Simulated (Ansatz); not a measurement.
Reaction (silylene loss): `CC[N]([AlH2])[SiH3]` → `CC[NH][AlH2]` + `[SiH2]`

Program: Ansatz. Geometries: PBE0-D4/def2-TZVP. ΔE: electronic, gas phase. CCSD(T)/CBS is the MP2 limit (def2-TZVPP, def2-QZVPP) plus CCSD(T) − MP2 in def2-TZVPP, frozen cores. This one scheme is used for every species. DFT in def2-TZVPP. One conformer a species, not always the lowest.

CCSD(T)/CBS gives +2.94 eV.

Task: Another level gave +3.18 eV. Which?
A. B2PLYP/def2-TZVPP
B. ωB97X-V/def2-TZVPP
C. LDA (SPW92)/def2-TZVPP
D. r2SCAN0-D4/def2-TZVPP

Result: C. LDA (SPW92) 3.18, ωB97X-V 3.02, B2PLYP 2.85, r2SCAN0-D4 3.14 eV.

Largest T1 diagnostic among the species: 0.014.

At CCSD(T), def2-SVP lies −0.20 eV from the extrapolated value and def2-TZVPP −0.07 eV. In def2-TZVPP, CCSD(T) changes the Hartree–Fock value by +0.17 eV (the triples alone add +0.06 eV) and MP2 by +0.41 eV. The D4 term adds +0.21 eV with B3LYP and +0.12 eV with PBE0; it sums over pairs of atoms, weighted by their polarisabilities, and B3LYP, whose exchange is more repulsive, gets the larger term.

CCSD(T)/CBS has its own doubt, a few kJ/mol and more with outer-core shells, so smaller differences from it don't rank the levels.

B3LYP here is the variant with VWN-RPA as its local correlation; programs differ in this.
